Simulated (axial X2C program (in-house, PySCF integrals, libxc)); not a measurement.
Worked dissociation energy of LiSe: CCSD(T), without spin–orbit coupling

Calculated with an in-house relativistic program for diatomic molecules. Spin-free means the one-electron spin-free X2C Hamiltonian. Basis: Se dyall-cv3z [8s9p6d4f1g], Li dyall-cv3z [7s8p2d] (cores contracted in-house); Gaussian nuclei, density fitting, unrestricted open shells. Masses: Se 79.917 u, Li 7.016 u.

Molecular state: M_S = 1/2, Λ = 1 (beyond evenly filled blocks: π+α, π+β, π-α).

Correlated methods: 7 electrons correlated (number of frozen shells: Se 3 s, 2 p, 1 d; Li 1 s), 187 virtual spin orbitals or spinors in MP2, 69 natural virtuals in coupled cluster.

| Property | Result |
| --- | --- |
| E(Se) (2M_S = 2, M_L = 0) | -2428.272833 hartree |
| E(Li) (2M_S = 1, M_L = 0) | -7.433417 hartree |
| E(LiSe) at Re | -2435.807859 hartree |
| ωe | 502.0 cm⁻¹ |
| ωexe | 3.01 cm⁻¹ |

Problem. Work out De and D0.

Solution. De = -2428.272833 + (-7.433417) − (-2435.807859) = 0.10161 hartree = 2.765 eV. The zero-point energy is ωe/2 − ωexe/4 = 250 cm⁻¹ = 0.031 eV, so D0 = 2.734 eV.

The state is one determinant whose occupation by symmetry is held fixed; it was picked as the lowest of a PBE0 search that is not exhaustive. Dissociation energies refer to the lowest single-determinant-based atoms at the same level and basis. Coupled cluster ran in a truncated set of natural virtual spinors; the MP2 energy of the rest was added. (T) has no such correction and the atoms are truncated less, which lowers De at CCSD(T) by a hundredth of an eV or more. Spin-free De lacks the spin–orbit lowering of the heavy p-block atom, a tenth of an eV or more for 4p and 5p, up to an eV for 6p and one to two eV for 7p atoms, less what an open-shell molecule gains itself.

Each atomic determinant is the lowest at this level and need not be a pure term. Totals compare only within one Hamiltonian and basis.
